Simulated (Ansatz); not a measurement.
`[CH3][Ti]([OH])([Cl])[Cl]` + HCl → `[OH][Ti]([Cl])([Cl])[Cl]` + CH₄ at 700 K and 1 bar (ligand exchange at a Ti–C bond).

Gas-phase electronic energies from Ansatz, PBE0-D4/def2-TZVP geometries. CBS: MP2 limit from def2 TZ/QZ plus the TZ coupled-cluster correction, frozen cores. This one scheme is used for every species. For Ti outer-core shells are correlated without core-valence functions, which leaves a few kJ/mol of doubt a bond. Scalar relativity is left out up to krypton. One conformer a species, not always the lowest.

| species | CCSD(T)/CBS energy (Eh) | H − E (kJ/mol) | S (J/(mol·K)) |
| --- | --- | --- | --- |
| `[CH3][Ti]([OH])([Cl])[Cl]` | -1884.30053 | 216.0 | 515.9 |
| HCl | -460.38127 | 38.4 | 211.8 |
| `[OH][Ti]([Cl])([Cl])[Cl]` | -2304.28409 | 114.0 | 483.1 |
| CH₄ | -40.46206 | 145.9 | 224.0 |

H − E and S are ideal-gas, rigid-rotor, harmonic terms from PBE0-D4/def2-TZVP, for one conformer and one mirror image of each species. 1 Eh = 2625.50 kJ/mol, R = 8.31446 J/(mol·K).

Question: By hand: ΔE, ΔH, ΔS and ΔG.

Answer: ΔE = (-2304.28409) + (-40.46206) − (-1884.30053) − (-460.38127) = -0.06435 Eh = -169.0 kJ/mol. Δ(H − E) = 114.0 + 145.9 − 216.0 − 38.4 = 5.5, so ΔH = -163.5 kJ/mol. ΔS = 483.1 + 224.0 − 515.9 − 211.8 = -20.6 J/(mol·K). ΔG = -163.5 − 700 × (-20.6)/1000 = -149.1 kJ/mol.

Question: By hand: the equilibrium constant, and the temperature at which ΔG would vanish if ΔH and ΔS stayed fixed.

Answer: log₁₀ K = −ΔG/(RT ln 10) = 11.1. ΔG = 0 at ΔH/ΔS = 7937 K, far beyond where these terms or the molecules hold.

ΔH outweighs TΔS. A doubt of 5 kJ/mol in ΔE shifts log₁₀ K by 0.4 here. Other conformers and mirror images would add mixing entropy, several J/(mol·K) or more a flexible species. These are equilibria of isolated gas molecules and say nothing of rates. Largest T1 diagnostic: 0.024 (customary marks: 0.02 for closed shells, 0.045 for open ones).
